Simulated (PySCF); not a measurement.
Match the calculated data to a structure.

All candidates are C3H8O2Si2.

* 13C NMR: chemical shifts (computed TMS as zero) by class: 166.4 (1 C), 127.8 (1 C), 74.4 (1 C) ppm [GIAO PBE0/pcSseg-1]
* Polarisability: 88.2 au [CAM-B3LYP/def2-SVPD]
* Rotational structure: rotational constants A, B, C: 3.281, 1.087, 0.961 GHz [GFN2-xTB]
* UV, strongest line: among the 8 lowest singlet transitions: S2 at 6.71 eV (185 nm, f = 0.185) [TDDFT CAM-B3LYP/def2-SVPD]
* 1H NMR: chemical shifts (computed TMS as zero) by class: 5.84 (1 H), 5.82 (1 H), 5.22 (3 H), 5.20 (1 H), 5.11 (1 H), 4.94 (1 H) ppm [GIAO PBE0/pcSseg-1]
* UV, first state: lowest singlet excitation: 6.05 eV (205 nm, f = 0.004) [TDDFT CAM-B3LYP/def2-SVPD]
* Triplet: lowest triplet excitation (Tamm–Dancoff): 4.13 eV [TDA CAM-B3LYP/def2-SVPD]
* Dipole: 1.64 D [CAM-B3LYP/def2-SVPD]

Electronic properties: PySCF, gas phase, density fitting. Levels stand in brackets. One conformer (not necessarily the lowest) at the GFN2-xTB geometry, without solvent, vibrations or thermal averaging. GFN2-xTB frequencies show an imaginary mode (28i cm⁻¹), so this geometry is no minimum at that level. NMR classes are plain means over equivalent atoms (diastereotopic ones count apart unless rotation or inversion swaps them), as if these changed places fast.

**Question.** Which candidate is it?
A. `C=CC(=O)O[SiH2][SiH3]`
B. `C=C1CO[Si@H]1O[SiH3]`
C. `CC#C[SiH2]O[SiH2]O`

**Answer.** B. It is `C=C1CO[Si@H]1O[SiH3]`. Numbering: `[CH2:1]=[C:2]1[CH2:3][O:4][Si@H:5]1[O:6][SiH3:7]`. Its formula, C3H8O2Si2, gives 2 degrees of unsaturation: 1 ring and 1 π bond in the structure found. 3 carbons fall into 3 classes; from least to most shielded: fully substituted alkene carbon [C2] (166.4 ppm), terminal =CH2 carbon [C1] (127.8 ppm), ring sp3 carbon bound to oxygen [C3] (74.4 ppm). Hydrogen classes from least to most shielded: 1 H on a terminal =CH2 carbon, C1 (5.84 ppm), 1 H on a terminal =CH2 carbon, C1 (5.82 ppm), 3 H on an oxygen-bound silicon, Si7 (5.22 ppm), 1 H on an oxygen-bound silicon, Si5 (5.20 ppm), 1 H on an sp3 carbon bound to oxygen, C3 (5.11 ppm), 1 H on an sp3 carbon bound to oxygen, C3 (4.94 ppm). The optimised geometry has point group C1 and is an asymmetric top.

The others, at the same levels:
- `CC#C[SiH2]O[SiH2]O` fails: its computed 13C shifts are 112.9 (1 C), 85.2 (1 C), 5.9 (1 C) ppm, 1H shifts are 5.18 (2 H), 4.96 (2 H), 2.08 (3 H), 1.89 (1 H) ppm and rotational constant A is 3.495 GHz (against 3.281 GHz).
- `C=CC(=O)O[SiH2][SiH3]` fails: its computed 13C shifts are 173.8 (1 C), 143.8 (1 C), 137.1 (1 C) ppm, 1H shifts are 7.09 (1 H), 6.38 (1 H), 6.27 (1 H), 5.16 (2 H), 3.91 (3 H) ppm and rotational constant A is 3.628 GHz (against 3.281 GHz).

Each candidate is one conformer, not necessarily the lowest. The conformers computed, where there is a choice (atom-mapped SMILES and torsion angles):
- `[CH2:1]=[C:2]1[CH2:3][O:4][Si@H:5]1[O:6][SiH3:7]`: O4–Si5–O6–Si7 39°
- `[CH3:1][C:2]#[C:3][SiH2:4][O:5][SiH2:6][OH:7]`: C3–Si4–O5–Si6 53°, Si4–O5–Si6–O7 179°, H–O7–Si6–O5 42°
- `[CH2:1]=[CH:2][C:3](=[O:4])[O:5][SiH2:6][SiH3:7]`: C1–C2–C3–O4 1°, C2–C3–O5–Si6 180°, C3–O5–Si6–Si7 0°
